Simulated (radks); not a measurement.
Initial-state core-level shifts of the argon ion Ar+ when its valence configuration changes from [Ne] 3s2 3p5. All-electron calculation, non-relativistic Kohn-Sham, PBE, spin-unpolarised, spherical densities, point nucleus. Program: a radial shooting solver on a logarithmic mesh with Libxc functionals. Shifts are changes of the shell-averaged eigenvalues in eV (positive: less bound); the change of the density at the nucleus, which sets a Mossbauer isomer shift, is in e/bohr^3, on a base of 3848.

| valence | 1s | 2s | 2p | density at nucleus |
|---|---|---|---|---|
| 3s1.5 3p5.5 | -0.597 | -0.607 | -0.596 | -7.8356 |
| 3s1 3p6 | -1.180 | -1.203 | -1.179 | -15.7557 |
